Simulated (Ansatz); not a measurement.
Input file for Ansatz (a quantum-chemistry and plane-wave program): R-r2SCAN/def2-TZVPPD on C4H12O (a complex), monomers drawn apart or pushed together. Files ending in .json are basis or fitting sets from the Basis Set Exchange.

Ansatz 0.2 input:
```yaml
crystal:
  periodic: [false, false, false]
  atoms:
    - {symbol: C, position_ang: [-0.32389045, 0.76152648, 0.02995093]}
    - {symbol: C, position_ang: [0.17250439, -0.68025569, -0.03513193]}
    - {symbol: H, position_ang: [-1.38508647, 0.82556823, -0.22077932]}
    - {symbol: H, position_ang: [0.21784977, 1.39717296, -0.67362249]}
    - {symbol: H, position_ang: [-0.18876006, 1.17461843, 1.03010020]}
    - {symbol: H, position_ang: [-0.37524208, -1.31987335, 0.66023688]}
    - {symbol: H, position_ang: [1.23129391, -0.74609672, 0.22391188]}
    - {symbol: H, position_ang: [0.05062839, -1.10329221, -1.03455325]}
    - {symbol: C, position_ang: [1.21007985, -0.33870711, 4.73110428]}
    - {symbol: O, position_ang: [0.13508545, 0.55632408, 4.55074731]}
    - {symbol: C, position_ang: [-1.11919494, -0.05964155, 4.73822204]}
    - {symbol: H, position_ang: [1.15762979, -1.17500418, 4.02250871]}
    - {symbol: H, position_ang: [1.22469281, -0.74569656, 5.75084491]}
    - {symbol: H, position_ang: [2.12981962, 0.21761645, 4.55680309]}
    - {symbol: H, position_ang: [-1.27194311, -0.88235911, 4.02768224]}
    - {symbol: H, position_ang: [-1.88309586, 0.69838607, 4.57263438]}
    - {symbol: H, position_ang: [-1.22187559, -0.45666028, 5.75675235]}
basis:
  gaussian:
    orbitals: def2-TZVPPD.json
hamiltonian:
  xc: {name: r2SCAN}
scf: {lower_state_search: off}
```

The head of its log:

```
WARN ansatz: RAYON_NUM_THREADS=1 ignored (pool sized by the plan → 1); use --threads N
Functional definition: r2SCAN
these checks for a lower state are left out or cut short: stability, starts, cluster_reference, orbital_swaps, neighbouring_geometries, increment
integrals: 0.36 GiB planned
1588 factors; their error is unknown
mean field: 1.70 GiB planned
mean field evaluation 1: about -6373.0624 eV, gradient 8.4e1 eV
mean field evaluation 2: about -6358.5367 eV, gradient 1.1e2 eV
```

Task: What total energy does the run end on?

Result: -234.7973 hartree.
